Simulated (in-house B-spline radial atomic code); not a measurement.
Computed with a B-spline radial atomic code. Model: two electrons, singlet ground state, non-relativistic, full CI in B-splines with partial waves to l = 8 (at full coupling up to 3e-4 hartree above the limit, correlation up to 0.6 % small), density held at that of full coupling by Lieb maximisation.

Along the adiabatic connection the electron repulsion is scaled by a coupling λ while a local potential keeps the density fixed. At λ = 0 the system is the Kohn-Sham one and W equals the exchange energy; the exchange-correlation energy is the area under W between 0 and 1. The kinetic energy rises with λ as the electrons avoid each other, with dT/dλ = −λ dW/dλ.

Command:
```bash
python run_ac.py task.json out
```
Settings (lengths in bohr, energies in hartree):
```
potential              dot
strength               0.0161
lmax                   8
second                 0.5
```

Run time, properties included: 2.2 min on 1 thread of Intel(R) Xeon(R) Processor @ 2.30GHz, with other jobs on the host.

**W = mean repulsion less Hartree energy, and W of three functionals.**

Given: confinement charge in harmonic well; well frequency 0.0161 hartree; nuclear charge 0.5; external potential omega^2 r^2/2 - Z/r.

Computed: LDA exchange minus exact 11.621 millihartree; PBE exchange minus exact -12.135 millihartree.

```tsv
coupling	W xc (hartree)	W xc minus exchange (millihartree)	kinetic minus Kohn-Sham (millihartree)	LDA (PW92) W minus its exchange (millihartree)	PBE W minus its exchange (millihartree)	SCAN W minus its exchange (millihartree)
0	-0.14601	0	0	0	0	0
0.02	-0.15017	-4.159	0.04	-7.28	-1.38	-1.69
0.05	-0.1558	-9.792	0.24	-13.52	-3.42	-3.95
0.12	-0.16606	-20.052	1.09	-23.06	-7.76	-8.38
0.25	?	?	?	?	?	?
0.4	?	?	?	?	?	?
0.6	-0.1896	-43.592	7.89	-50.39	-26.16	-25.31
0.8	-0.19283	-46.825	10.13	-56.14	-30.84	-29.33
1	-0.19509	-49.079	12.15	-60.62	-34.64	-32.49
1.4	-0.19813	-52.126	15.76	-67.32	-40.49	-37.2
```

Task: What belongs in the row 0.25?

Result: W xc (hartree): -0.17739; W xc minus exchange (millihartree): -31.379; kinetic minus Kohn-Sham (millihartree): 3.1; LDA (PW92) W minus its exchange (millihartree): -34.13; PBE W minus its exchange (millihartree): -14.3; SCAN W minus its exchange (millihartree): -14.64.

Task: What belongs in the row 0.4?

Result: W xc (hartree): -0.18436; W xc minus exchange (millihartree): -38.351; kinetic minus Kohn-Sham (millihartree): 5.32; LDA (PW92) W minus its exchange (millihartree): -42.54; PBE W minus its exchange (millihartree): -20.15; SCAN W minus its exchange (millihartree): -19.99.

Task: What is the SCAN exchange minus exact?

Result: -10.425 millihartree.

**Energy parts, natural occupations and partial-wave weights.**

Computed: total energy -0.0558 hartree; exchange energy -0.14601 hartree; kinetic part of the DFT correlation energy 0.012145 hartree; kinetic part over minus potential part 0.24746; Hartree energy 0.29202 hartree; Lieb Oxford ratio E_xc over LDA exchange 1.3613.

| natural | occupation of the shell (electrons) |
| --- | --- |
| s | 1.59 |
| s | ? |
| p | 0.051173 |
| d | 0.0003949 |
| s | 9.2477e-05 |
| p | 7.3992e-05 |

Task: What belongs in the row s?

Result: occupation of the shell (electrons): 0.3581.

| wave | weight |
| --- | --- |
| s | 0.97412 |
| p | 0.02565 |
| d | ? |
| f | 1.968e-05 |
| g | 3.8417e-06 |

Task: What belongs in the row d?

Result: weight: 0.00020437.

Task: What is the Kohn-Sham kinetic?

Result: 0.10486 hartree.

Task: What is the correlation energy?

Result: -0.036933 hartree.

Half-way to full coupling W has made 83 % of its drop, against 50 % for a straight line, and second-order (GL2) theory, half the initial slope, overshoots the correlation energy by about 192 %: correlation is strong. Over couplings 0 to 1 the errors in E_xc come to about +5.6 millihartree for LDA, +3.2 millihartree for PBE, +5.5 millihartree for SCAN, so PBE is nearest. In LDA and PBE and SCAN the errors of exchange and correlation have opposite signs, so the sum is smaller than the larger of the two.
